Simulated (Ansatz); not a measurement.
A nudged elastic band was laid between two geometries of CH7NO3Si (13 atoms, charge 0, multiplicity 1).

Method: RKS PBE-D4/def2-SVP (Ansatz 0.2.0).

```yaml
movable_images: 5
climbing_image: yes
spring: 5.0 eV/Å²
optimiser: quadratic models (default)
start_path: through a guess of the saddle point
force_threshold: 0.05 eV/Å
iteration_limit: 60
end_points: relaxed
```

Initial state:

```xyz
13
Properties=species:S:1:pos:R:3
N 0.547 -2.103 -0.849
Si 0.105 -1.077 0.491
C -0.143 0.810 0.108
O -1.185 0.925 -0.827
O 1.052 1.359 -0.390
O -0.428 1.553 1.292
H 1.477 -1.951 -1.251
H -0.136 -2.178 -1.609
H 1.196 -1.152 1.520
H -1.199 -1.579 1.055
H -1.122 1.833 -1.197
H 1.222 2.149 0.165
H -1.364 1.377 1.507
```

Final state:

```xyz
13
Properties=species:S:1:pos:R:3
N 0.558 -1.744 -0.490
Si 0.671 -0.630 1.209
C -0.101 0.895 0.167
O -0.909 0.428 -0.908
O 0.875 1.701 -0.453
O -0.846 1.747 1.017
H 1.462 -1.819 -0.976
H -0.101 -1.176 -1.077
H 0.188 -2.693 -0.352
H -0.741 -1.151 1.595
H -1.034 1.197 -1.506
H 1.441 2.048 0.264
H -1.442 1.163 1.525
```

(1) Which bonds break or form, and what moves?

(2) Give the energies along the band, and the barrier.

(3) What is the geometry of the highest image?

## Answers

(1) Bonds broken: Si2–H9. Bonds formed: N1–H9.

(2) It converged. The highest image is number 3 of 0 to 6, 61.6 kcal/mol above the first end and 39.0 kcal/mol above the last; the last end lies 22.7 kcal/mol above the first. Neighbouring images differ by up to 1.7 eV, so the band resolves the path poorly. A vibrational analysis at the climbing image gives one clearly imaginary mode, 1334i cm⁻¹: a first-order saddle point. The orbitals stay closed-shell, which can raise the energy where a bond breaks towards radicals; this wasn't checked here.

```csv
image,path coordinate (Å),energy (kcal/mol),Si2–H9 (Å),N1–H9 (Å)
0,0.00,0.0,1.50,2.63
1,0.76,0.7,1.50,2.57
2,1.52,22.4,1.50,2.08
3,2.28,61.6,1.65,1.40
4,3.37,27.9,2.48,1.03
5,4.46,23.5,2.65,1.03
6,5.55,22.7,2.63,1.03
```

(3) 
```xyz
13
Properties=species:S:1:pos:R:3
N 0.574 -1.934 -0.674
Si 0.209 -0.829 0.828
C -0.182 0.974 0.145
O -1.040 0.826 -0.940
O 0.974 1.623 -0.323
O -0.718 1.816 1.161
H 1.332 -1.571 -1.264
H -0.123 -2.447 -1.238
H 1.237 -2.091 0.549
H -1.145 -1.385 1.236
H -1.032 1.694 -1.404
H 1.477 1.900 0.468
H -1.541 1.389 1.470
```

Time of the run: 3.2 min on 2 threads of Arm Neoverse V1 (shared host), peak memory 0.17 GiB.
